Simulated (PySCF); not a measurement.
C4H10AlNO (SMILES C=[CH][Al]([NH2])[O]CC), singlet, at a GFN2-xTB geometry (such geometries of metal compounds can be far from the true shape), atoms displaced at random by about 0.08 Å a coordinate; B3LYP/STO-3G, gradient (PySCF).

PySCF was given this input:
```python
from pyscf import gto, scf, dft

mol = gto.Mole()
mol.atom = '''
    Al    0.18789382    0.61387946    0.50875748
    C    -0.15882933    2.19914478    0.13093426
    C    -0.37113810    2.81299046   -1.00512118
    H    -0.04448508    3.12779994    0.72314682
    H    -0.69795332    3.93342539   -1.39093435
    H    -0.62650535    1.88108970   -1.81642380
    O     0.02714958   -0.53195536   -0.52192250
    C    -0.06051889   -1.74523250   -1.37574247
    C     0.02669676   -3.10211773   -0.69886607
    H    -1.14892197   -1.65773282   -1.93627199
    H     0.38577227   -1.63205977   -2.14974471
    H    -0.86675396   -3.08408255    0.16264332
    H    -0.18977132   -3.97977284   -1.26545463
    H     0.91078730   -3.17281527   -0.06741047
    N     0.59761614    0.07031411    2.42087689
    H     0.67320336    0.70254548    2.88128788
    H     0.70482558   -0.77398076    2.64940887
'''
mol.basis = 'sto-3g'
mol.verbose = 4
mol.build()

mf = dft.RKS(mol)
mf.xc = 'b3lyp'
mf.grids.level = 5
mf.kernel()
g = mf.nuc_grad_method()
g.grid_response = True
grad = g.kernel()
```

Output, abridged:

```
PySCF version 2.14.0

[INPUT] verbose = 4
[INPUT] num. atoms = 17
[INPUT] num. electrons = 62
[INPUT] charge = 0
[INPUT] spin (= nelec alpha-beta = 2S) = 0
[INPUT] symmetry False subgroup None
[INPUT] Mole.unit = angstrom
[INPUT] Symbol           X                Y                Z      unit          X                Y                Z       unit  Magmom
[INPUT]  1 Al     0.187893820000   0.613879460000   0.508757480000 AA    0.355067860298   1.160064052896   0.961412301024 Bohr   0.0
[INPUT]  2 C     -0.158829330000   2.199144780000   0.130934260000 AA   -0.300143934248   4.155781342467   0.247429891723 Bohr   0.0
[INPUT]  3 C     -0.371138100000   2.812990460000  -1.005121180000 AA   -0.701349363391   5.315781560414  -1.899403752200 Bohr   0.0
[INPUT]  4 H     -0.044485080000   3.127799940000   0.723146820000 AA   -0.084064617829   5.910685259031   1.366549437650 Bohr   0.0
[INPUT]  5 H     -0.697953320000   3.933425390000  -1.390934350000 AA   -1.318940622531   7.433096718511  -2.628484978750 Bohr   0.0
[INPUT]  6 H     -0.626505350000   1.881089700000  -1.816423800000 AA   -1.183923527075   3.554744348740  -3.432543508142 Bohr   0.0
[INPUT]  7 O      0.027149580000  -0.531955360000  -0.521922500000 AA    0.051305270597  -1.005249940894  -0.986290583248 Bohr   0.0
[INPUT]  8 C     -0.060518890000  -1.745232500000  -1.375742470000 AA   -0.114364127463  -3.298011448690  -2.599776486233 Bohr   0.0
[INPUT]  9 C      0.026696760000  -3.102117730000  -0.698866070000 AA    0.050449564813  -5.862152915857  -1.320665470051 Bohr   0.0
[INPUT] 10 H     -1.148921970000  -1.657732820000  -1.936271990000 AA   -2.171147861796  -3.132661017503  -3.659023763767 Bohr   0.0
[INPUT] 11 H      0.385772270000  -1.632059770000  -2.149744710000 AA    0.729003936752  -3.084145984221  -4.062428739633 Bohr   0.0
[INPUT] 12 H     -0.866753960000  -3.084082550000   0.162643320000 AA   -1.637927601782  -5.828071365050   0.307351330790 Bohr   0.0
[INPUT] 13 H     -0.189771320000  -3.979772840000  -1.265454630000 AA   -0.358615821097  -7.520680705582  -2.391362673763 Bohr   0.0
[INPUT] 14 H      0.910787300000  -3.172815270000  -0.067410470000 AA    1.721138554732  -5.995751904138  -0.127387326228 Bohr   0.0
[INPUT] 15 N      0.597616140000   0.070314110000   2.420876890000 AA    1.129330832220   0.132874410593   4.574794303389 Bohr   0.0
[INPUT] 16 H      0.673203360000   0.702545480000   2.881287880000 AA    1.272169976537   1.327618547251   5.444844979229 Bohr   0.0
[INPUT] 17 H      0.704825580000  -0.773980760000   2.649408870000 AA    1.331927311788  -1.462611662083   5.006657156293 Bohr   0.0

nuclear repulsion = 348.314135729344
number of shells = 33
number of NR pGTOs = 147
number of NR cGTOs = 49
basis = sto-3g
ecp = {}

******** <class 'pyscf.dft.rks.RKS'> ********
method = RKS
initial guess = minao
damping factor = 0
level_shift factor = 0
DIIS = <class 'pyscf.scf.diis.CDIIS'>
diis_start_cycle = 1
diis_space = 8
diis_damp = 0
SCF conv_tol = 1e-09
SCF conv_tol_grad = None
SCF max_cycles = 50
direct_scf = True
direct_scf_tol = 1e-13
XC library pyscf.dft.libxc version 7.1.2
    S. Lehtola, C. Steigemann, M. J. T. Oliveira, and M. A. L. Marques,  SoftwareX 7, 1–5 (2018)
XC functionals = b3lyp
    P. J. Stephens, F. J. Devlin, C. F. Chabalowski, and M. J. Frisch,  J. Phys. Chem. 98, 11623 (1994)
radial grids:
    Treutler-Ahlrichs [JCP 102, 346 (1995); DOI:10.1063/1.469408] (M4) radial grids

becke partition: Becke, JCP 88, 2547 (1988); DOI:10.1063/1.454033
pruning grids: <function nwchem_prune>
grids dens level: 5
symmetrized grids: False
atomic radii adjust function: <function treutler_atomic_radii_adjust>
small_rho_cutoff = 0
Set gradient conv threshold to 3.16228e-05
Initial guess from minao.
tot grids = 535456
init E= -524.813456044735
  HOMO = -0.334900227875676  LUMO = -0.0777861582347347  gap/eV = 6.99643
cycle= 1 E= -523.711529997461  delta_E=  1.1  |g|= 0.836  |ddm|=  5.2
  HOMO = 0.110851932084743  LUMO = 0.147006125097718  gap/eV = 0.98381
cycle= 2 E= -523.365262477058  delta_E= 0.346  |g|= 1.39  |ddm|= 2.88
  HOMO = -0.0331549083269363  LUMO = 0.133288645612502  gap/eV = 4.52916
cycle= 3 E= -523.94113156973  delta_E= -0.576  |g|= 0.208  |ddm|=  1.9
  HOMO = -0.0878934839098237  LUMO = 0.103255447947456  gap/eV = 5.20143
cycle= 4 E= -523.955220652995  delta_E= -0.0141  |g|= 0.0565  |ddm|= 0.399
  HOMO = -0.0730526206531225  LUMO = 0.0964074171312387  gap/eV = 4.61124
cycle= 5 E= -523.95622820998  delta_E= -0.00101  |g|= 0.0228  |ddm|= 0.126
  HOMO = -0.0769585082540423  LUMO = 0.100807150236855  gap/eV = 4.83725
cycle= 6 E= -523.95642104883  delta_E= -0.000193  |g|= 0.0033  |ddm|= 0.0385
  HOMO = -0.0769916578418912  LUMO = 0.101191949903226  gap/eV = 4.84862
cycle= 7 E= -523.956423029777  delta_E= -1.98e-06  |g|= 0.00216  |ddm|= 0.00631
  HOMO = -0.0769569375393251  LUMO = 0.101165597135529  gap/eV = 4.84696
cycle= 8 E= -523.956424455253  delta_E= -1.43e-06  |g|= 0.000323  |ddm|= 0.0028
  HOMO = -0.0770078131135133  LUMO = 0.101172210690195  gap/eV = 4.84853
cycle= 9 E= -523.956424488681  delta_E= -3.34e-08  |g|= 6.33e-05  |ddm|= 0.000473
  HOMO = -0.0770056729298999  LUMO = 0.101173226242889  gap/eV = 4.84849
cycle= 10 E= -523.956424489997  delta_E= -1.32e-09  |g|= 1.43e-05  |ddm|= 9.88e-05
  HOMO = -0.0770000792591664  LUMO = 0.101171385689853  gap/eV = 4.84829
cycle= 11 E= -523.956424490065  delta_E= -6.84e-11  |g|= 4.86e-06  |ddm|= 2.7e-05
  HOMO = -0.0770010032497311  LUMO = 0.101170513326838  gap/eV = 4.84829
Extra cycle  E= -523.956424490058  delta_E= 7.05e-12  |g|= 7.43e-06  |ddm|= 1.59e-05
converged SCF energy = -523.956424490058

******** <class 'pyscf.grad.rks.Gradients'> for <class 'pyscf.dft.rks.RKS'> ********
unit = Eh/Bohr
grid_response = True
--------------- RKS gradients ---------------
         x                y                z
0 Al    -0.0492605161     0.1286160307    -0.1694537404
1 C     0.0014965087    -0.1986575216    -0.0263605840
2 C     0.0734578285     0.0535401181     0.1570419402
3 H    -0.0059399467     0.0222385377    -0.0448184402
4 H    -0.0277309198     0.0629583686    -0.0329554895
5 H    -0.0162910591    -0.0763696715    -0.0187986101
6 O     0.0024286551     0.0936442355     0.0737732518
7 C     0.2233618614    -0.0434684941    -0.1949289381
8 C     0.0655067560    -0.0205851869    -0.1079096918
9 H    -0.0370104129     0.0111495324    -0.0387301899
10 H    -0.1768928598    -0.0299843057     0.2299085154
11 H    -0.0504229640     0.0029631540     0.0518058765
12 H    -0.0042835150     0.0178077453     0.0253095600
13 H    -0.0163187240     0.0086858049     0.0052354723
14 N     0.1025896171     0.1648723981     0.4852509909
15 H    -0.0549682040    -0.4013240018    -0.3251346383
16 H    -0.0297221052     0.2039132560    -0.0692352848
----------------------------------------------
```
